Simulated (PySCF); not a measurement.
C₂H₇S, SMILES C[SH+]C, charge +1.

Geometry: B3LYP-D3(BJ)/def2-SVP. The isomer is the one that the SMILES or the coordinates give; other isomers of the formula were not compared.

Level of theory: PBE/def2-TZVPD run with PySCF.

Gas-phase values at a fixed geometry.

Computed frontier levels, gap, dipole moment and polarisability:
The highest occupied level is -13.77 eV and the lowest empty level is -6.72 eV. The orbital gap is 7.06 eV. The dipole moment about the centre of nuclear charge comes out as 1.01 D, the mean static polarisability is 43.2 bohr³ (6.41 Å³) and the polarisability, principal values is 36.3, 41.5, 52.0 bohr³.
